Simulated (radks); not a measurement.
Results of a calculation; reference values are marked as such.
Excited configurations of Ta LXXII: one electron is placed in a higher orbital outside 1s1. The ground configuration is [He]. Code: a radial shooting solver on a logarithmic mesh with Libxc functionals. Model: Dirac Kohn-Sham, LDA (Slater exchange, Perdew-Wang correlation), spin-unpolarised, spherical densities, finite nucleus; open shells fill j = l - 1/2 first; Fermi nuclear charge, rms radius 5.3507 fm. Excitation = E - E(ground); binding = E(ion) - E, where the ion is the core of charge +72; n* = 72/sqrt(2 binding) in atomic units. These energies are relativistic, and a one-electron ion of charge +72 with no core already has n* below n in this formula (Dirac formula, point nucleus: 2p1/2 1.906, 3s1/2 2.887, 4s1/2 3.878, 4p1/2 3.878, 4d3/2 3.956, 5s1/2 4.872, 5d3/2 4.951, 5f5/2 4.974, 6s1/2 5.869, 6f5/2 5.971, 7d3/2 6.945). The quantum defect is therefore taken as that value minus n*, so that it holds no relativistic shift of the bare ion.

| outer orbital | excitation (eV) | binding (eV) | n* | quantum defect | eigenvalue (eV) | <r> (bohr) |
|---|---|---|---|---|---|---|
| 2p1/2 | 57703 | 19449.4 | 1.904 | 0.001 | -19276.5 | 0.06037 |
| 3s1/2 | 68653 | 8499.3 | 2.881 | 0.006 | -8443.7 | 0.1714 |
| 4s1/2 | 72447 | 4705.7 | 3.871 | 0.006 | -4675.9 | 0.3106 |
| 4p1/2 | 72455 | 4697.1 | 3.875 | 0.003 | -4665.7 | 0.2973 |
| 4d3/2 | 72653 | 4499.8 | 3.959 | -0.003 | -4467.1 | 0.2833 |
| 5s1/2 | 74173 | 2978.9 | 4.866 | 0.006 | -2960.3 | 0.4915 |
| 5d3/2 | 74278 | 2874.6 | 4.953 | -0.003 | -2855.2 | 0.4678 |
| 5f5/2 | 74307 | 2845.0 | 4.979 | -0.005 | -2823.9 | 0.4315 |
| 6s1/2 | 75100 | 2052.5 | 5.862 | 0.006 | -2039.9 | 0.7141 |
| 6f5/2 | 75177 | 1975.7 | 5.975 | -0.004 | -1962.1 | 0.6587 |
| 7d3/2 | 75691 | 1461.7 | 6.946 | -0.002 | -1452.5 | 0.9618 |

The Delta-SCF ionisation energy is 77152 eV (NIST Atomic Spectra Database: 76852.0 eV, theoretical). Self-interaction in the functional shifts the binding energies and quantum defects, so they are the method's values and not measured ones. Spin polarisation and multiplet splitting are left out, so open shells lie too high by an amount that depends on their filling.

Beside tabulated values, note that spin-unpolarised runs miss the spin-polarisation part of the exchange energy of open shells.
